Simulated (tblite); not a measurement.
Input of a run (GFN2-xTB geometry optimisation, gas phase (tblite 0.8.0)), started from a force field or distance geometry:
```
{"job": {"kind": "relax", "xc": "GFN2-xTB", "basis": "xTB"}, "charge": 0, "multiplicity": 1}
F     -1.471700    -1.113200     1.831300
Si    -0.778700     0.327100     1.656700
C     -0.207700     0.501600    -0.112800
F      0.519100     1.663100    -0.238100
Si    -1.865700     0.832200    -0.979500
C      0.590800    -0.644600    -0.752200
Si     2.330000    -0.936000    -0.102100
H      0.405200     0.352400     2.582500
H     -1.704600     1.381000     2.126400
H     -2.766400    -0.350100    -0.911400
H     -1.622100     1.086500    -2.433000
H     -2.575200     2.020000    -0.438300
H      0.713100    -0.440000    -1.811900
H      0.047100    -1.590600    -0.678500
H      2.261900    -1.302000     1.338200
H      3.162000     0.277200    -0.241300
H      2.955800    -2.052600    -0.845800
```

Output (eV, eV/Å):
```
step      E/eV     max force
  0    -655.16436    2.205
  1    -655.31347    1.082
  2    -655.37011    0.557
  3    -655.38241    0.503
  4    -655.41244    0.316
  5    -655.42393    0.307
  6    -655.43409    0.205
  7    -655.43814    0.191
  8    -655.44221    0.149
  9    -655.44610    0.151
 10    -655.45016    0.135
 11    -655.45316    0.112
 12    -655.45577    0.116
 13    -655.45884    0.169
 14    -655.46255    0.190
 15    -655.46606    0.150
 16    -655.46858    0.103
 17    -655.47022    0.107
 18    -655.47145    0.089
 19    -655.47264    0.080
 20    -655.47395    0.084
 21    -655.47537    0.076
 22    -655.47677    0.082
 23    -655.47797    0.080
 24    -655.47899    0.100
 25    -655.47993    0.095
 26    -655.48079    0.083
 27    -655.48141    0.060
 28    -655.48179    0.049
 29    -655.48205    0.049
 30    -655.48228    0.039
 31    -655.48251    0.040
 32    -655.48275    0.039
 33    -655.48300    0.053
 34    -655.48324    0.046
 35    -655.48342    0.029
 36    -655.48356    0.043
 37    -655.48372    0.046
 38    -655.48393    0.055
 39    -655.48420    0.052
 40    -655.48445    0.038
 41    -655.48464    0.040
 42    -655.48483    0.045
 43    -655.48506    0.042
 44    -655.48536    0.049
 45    -655.48571    0.052
 46    -655.48607    0.048
 47    -655.48644    0.050
 48    -655.48677    0.056
 49    -655.48700    0.037
 50    -655.48713    0.029
 51    -655.48722    0.029
 52    -655.48730    0.026
 53    -655.48737    0.021
 54    -655.48741    0.016
 55    -655.48746    0.024
 56    -655.48752    0.030
 57    -655.48758    0.023
 58    -655.48762    0.015
 59    -655.48764    0.013
 60    -655.48765    0.016
 61    -655.48768    0.021
 62    -655.48772    0.019
 63    -655.48775    0.012
 64    -655.48777    0.008
```

Question: Summarise the run.

Answer: The energy falls by 7.5 kcal/mol over 64 L-BFGS steps, the largest force on an atom goes from 2.20 to 0.008 eV/Å, and the atoms move by 0.166 Å rms after alignment. Among the bonds, C3–F4 and Si2–H8 change most and about equally (-0.051 to +0.050 Å). Bonds longer at the end by more than 0.005 Å: 6 of 16; shorter: 9. Among the angles that change most is Si2–C3–Si5, from 100.5° to 113.2°. Among the dihedrals that turn most is H14–C6–Si7–H15, from -64° to -50°. The energy never rose by more than 1e-5 eV on the way. The first step brought 46 % of the lowering.

Question: What are the final bond lengths?

Answer: F1–Si2 1.614 Å, Si2–C3 1.915 Å, C3–F4 1.426 Å, C3–Si5 1.931 Å, C3–C6 1.528 Å, C6–Si7 1.908 Å, Si2–H8 1.452 Å, Si2–H9 1.454 Å, Si5–H10 1.462 Å, Si5–H11 1.463 Å, Si5–H12 1.462 Å, C6–H13 1.094 Å, C6–H14 1.091 Å, Si7–H15 1.466 Å, Si7–H16 1.460 Å, Si7–H17 1.467 Å. Numbering counts from 1 in the input's order; the species is `F[SiH2][C@](F)([SiH3])C[SiH3]`.

Its GFN2-xTB frequencies are all real (lowest 19 cm⁻¹). One conformer, not necessarily the lowest. 3 starts were optimised and ended at 0.00, 0.00 and 0.85 kcal/mol (GFN2-xTB); the lowest of these is shown.

The numbers are calculated, not measured.
